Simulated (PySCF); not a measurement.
Computed structure and properties of [Gd(PH3)]3+

System: [Gd(PH3)]3+ (singlet in the valence; each metal's 4f electrons, 7 of them, lie in its core potential, out of spins and levels); start: template (C3v). Method: PySCF 2.14.0, RKS PBE0, Gd lcecp-1-SVP with ECP53, P def2-SVP, H def2-SVP; non-relativistic Hamiltonian with scalar-relativistic core potentials where named; density fitting; no spin-orbit coupling.

Input of the relaxation:

```python
mol = gto.M(atom='''
Gd     0.00000     0.00000    -0.52763
P     -0.00000    -0.00000     2.38487
H      1.21001    -0.00000     3.12807
H     -0.60500     1.04790     3.12807
H     -0.60501    -1.04789     3.12807''',
    basis={'Gd': 'lcecp-1-SVP', 'P': 'def2-SVP', 'H': 'def2-SVP'},
    ecp={'Gd': 'lcecp-1-SVP'},
    charge=3, spin=0)
mf = dft.RKS(mol, xc='PBE0')
mf.grids.atom_grid = (50, 194)  # f atoms: unpruned, at least (60, 302)
mf = mf.density_fit()  # fitting sets: Gd AutoAux, P def2-universal-JKFIT, H def2-universal-JKFIT
mf.conv_tol = 1e-08; mf.max_cycle = 55
mf.kernel(dm0)  # dm0: converged density of the start geometry
# quasi-Newton relaxation in Cartesian coordinates to a largest gradient under 0.00045 Eh/bohr, steps kept in the point group
```

Run from Python with OMP_NUM_THREADS=2; the lines above give its settings. Where DIIS fails, smearing, a level shift and second-order steps follow.
It took 22 s on 2 threads of AMD EPYC (Zen 3), with other jobs on the host, from the converged density of the start.

Course of the relaxation:

```
step  energy above end (eV)  largest force component within the symmetry (eV/Å)
   0                 0.2821                                               1.226
   1                 0.0621                                               0.991
   2                 0.0085                                               0.391
   3                 0.0011                                               0.101
   4                 0.0000                                               0.028
   5                 0.0000                                               0.022
```

Relaxed geometry (C3v):

```xyz
5

Gd    0.0000    0.0000   -0.4072
P     0.0000    0.0000    2.5203
H     1.3285    0.0000    3.0428
H    -0.6643    1.1505    3.0428
H    -0.6643   -1.1505    3.0428
```

```csv
contact,Å
Gd1–P2 (PH3),2.928
```

On the finer grid (75, 302):

The HOMO is -24.16 eV, the LUMO is -19.56 eV and the dipole about the centre of mass is 2.83 D. The set of Mulliken populations of Gd1 outside the core potential is s 2.18, p 6.06, d 0.45, f 0.01. The D3(BJ) dispersion energy (not in the energies) is -0.122 eV.

```csv
atom,Mulliken (e),Löwdin (e),spin (e)
Gd1,2.31,2.12,0.00
P2,-0.06,0.55,0.00
H3,0.25,0.11,0.00
H4,0.25,0.11,0.00
H5,0.25,0.11,0.00
```

The 4f levels lie in the core potential and are missing. Their spin isn't counted.

A rough frequency check found all modes real, so this is a minimum.

Taking off one PH3 (charge 0, singlet; the rest: singlet) in vacuum, both parts rigid, costs 5.60 eV; the small basis without counterpoise inflates it. Parting with an electron moved from the ligand to the metal can be far cheaper, even downhill.

Rigid scan of PH3 along the line from its metal:

```csv
distance to P2 (Å),energy (eV)
2.63,0.299
2.73,0.117
2.83,0.025
2.93,0.000
3.03,0.023
3.13,0.081
3.33,0.258
```

One start shape was tried, so this needn't be the lowest isomer.

An lcecp potential fixes the number of 4f electrons, so in runs with it no electron can move into or out of that shell.
